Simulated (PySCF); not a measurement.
**Radial density of Cr²⁺ (chromium, charge +2)**

UHF, [Ar] 3d4, high-spin 5D determinant. Calculation: PySCF 2.14, in an even-tempered Gaussian basis (21 s from 0.054 bohr⁻², ratio 2.5; 14 p from 0.071 bohr⁻², ratio 2.5; 11 d from 0.071 bohr⁻², ratio 2.5; 5 f from 0.49 bohr⁻², ratio 2.7; 5 g from 0.74 bohr⁻², ratio 2.7); scalar relativity by spin-free X2C-1e.

```tsv
r (bohr)	4πr²ρ (e/bohr)	4πr²(ρα − ρβ)
0.000973	0.1463	0.0000
0.00164	0.3789	-0.0001
0.00275	0.9610	-0.0001
0.00463	2.361	-0.0003
0.00779	5.481	-0.0007
0.0131	11.56	-0.0015
0.0220	20.67	-0.0027
0.0370	28.20	-0.0040
0.0623	26.21	-0.0056
0.105	21.97	-0.0054
0.176	30.34	0.0817
0.297	23.53	0.6499
0.499	10.16	2.1427
0.839	13.27	3.2645
1.41	4.932	1.9351
2.37	0.4856	0.3759
3.99	0.01220	0.0121
```

Densities and radii are taken from the X2C orbitals without a picture-change correction, which distorts them close to the nucleus.

Question: Where is the radial spin density 4πr²(ρα − ρβ) most negative, and why is it negative at all?

Answer: Around r = 0.0623 bohr, down to -0.0056 e/bohr: exchange with the open shell polarises the paired shells in an unrestricted calculation.
